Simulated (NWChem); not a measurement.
# GeSe, singlet; SMILES [Ge]=[Se]

```xyz
2

Ge     0.0000     0.0000    -1.1026
Se     0.0000     0.0000     1.0377
```
Atoms are numbered in this order, from 1.

Results from NWChem. Pople sets run with spherical d functions. Low-valent species are run as closed-shell singlets; no triplet was tried in these runs. The geometry was optimised at PBE0-D3(BJ)/def2-TZVP. Total energies compare along this basis series because the functional is fixed.

| level | basis functions | energy (Ha) | highest occupied level (eV) | orbital gap (eV) | dipole (D) |
|---|---|---|---|---|---|
| B3LYP/STO-3G | 36 | -4427.8944 | -3.50 | 4.27 | 1.47 |
| B3LYP/3-21G | 44 | -4457.2110 | -7.20 | 4.74 | 1.69 |
| B3LYP/6-31G* | 64 | -4478.0969 | -7.34 | 4.69 | 1.72 |
| B3LYP/6-311G** | 88 | -4478.6053 | -7.36 | 4.71 | 1.89 |
